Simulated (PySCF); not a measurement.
# Electronic structure of Nb³⁺ (niobium, charge +3) at the r2SCAN level

Configuration: [Kr] 4d2, high-spin 3F determinant. Calculation: PySCF 2.14, in aug-cc-pVTZ-PP with ECP28MDF; scalar relativity through the core potential.

* Total energy: -54.9557 hartree
* One-electron energy: -82.6220 hartree
* Hartree (Coulomb) energy: 33.6354 hartree
* Exchange-correlation energy: -5.9692 hartree
* ⟨S²⟩: 2.0014
* ⟨L²⟩: 12.019
* Sum of ⟨r⟩: 13.57 bohr
* Sum of ⟨r²⟩: 21.09 bohr²

| shell | electrons | mean orbital energy (eV) | spread (eV) | rms radius, mean of both spins (bohr) |
| --- | --- | --- | --- | --- |
| 4s α | 1 | -91.478 | 0 | 1.23 |
| 4s β | 1 | -89.881 | 0 | 1.23 |
| 4p α | 3 | -66.348 | 0.001 | 1.37 |
| 4p β | 3 | -64.489 | 0 | 1.37 |
| 4d α | 2 | -31.889 | 0.002 | 1.85 |

Energies and moments cover only the electrons outside the core potential.
